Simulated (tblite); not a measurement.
F4Ta (SMILES [F][Ta]([F])([F])[F]), doublet, at a GFN2-xTB geometry (such geometries of metal compounds can be far from the true shape) (the multiplicity is a formal guess); GFN1-xTB in tblite.

tblite was given this input:
```
$ tblite run mol.xyz --method gfn1 --charge 0 --spin 1 --etemp 2000 --json tblite.json --no-restart

# file mol.xyz
5

Ta     0.00000000     0.00000000    -0.00000000
F      0.51886739     1.16694161    -1.28956491
F      0.10389302    -1.25026783     1.31148402
F     -0.44161278    -1.25382413    -1.23566053
F     -0.18114763     1.33715035     1.21374142
```

Problem. Predict the main parts of the log of this tblite run.

Solution. 
```
xTB calculator
 | screened Coulomb repulsion
 | Coulomb electrostatics
 |  * isotropic Klopman-Ohno-Mataga-Nishimoto electrostatics
 |  * onsite third-order electrostatics
 | DFT-D3(BJ) dispersion correction

halogen bonding energy    0.0000000000000E+00 Eh
repulsion energy          2.5481353840666E-02 Eh
dispersion energy        -9.0544259335736E-04 Eh
number of electrons       3.3000000000000E+01 e
integral cutoff           3.6814730210589E+01 bohr

------------------------------------------------------------
  cycle        total energy    energy error   density error
------------------------------------------------------------
      1     -22.53826230801  -2.2562838E+01   9.4039386E-01
      2     -22.66801602502  -1.2975372E-01   4.2343142E-01
      3     -22.68946038222  -2.1444357E-02   1.4774582E-01
      4     -22.68100469017   8.4556920E-03   2.0867761E-01
      5     -22.69197856790  -1.0973878E-02   7.4486453E-03
      6     -22.69198389113  -5.3232238E-06   4.9381150E-03
      7     -22.69198854290  -4.6517732E-06   9.1619538E-06
      8     -22.69198854291  -1.2793322E-11   3.9555095E-07
------------------------------------------------------------

electronic energy        -2.2716564454161E+01 Eh
total energy             -2.2691988542914E+01 Eh

Post processing:
 | Mayer-Wiberg bond orders

[Info] JSON dump of results written to 'tblite.json'
```
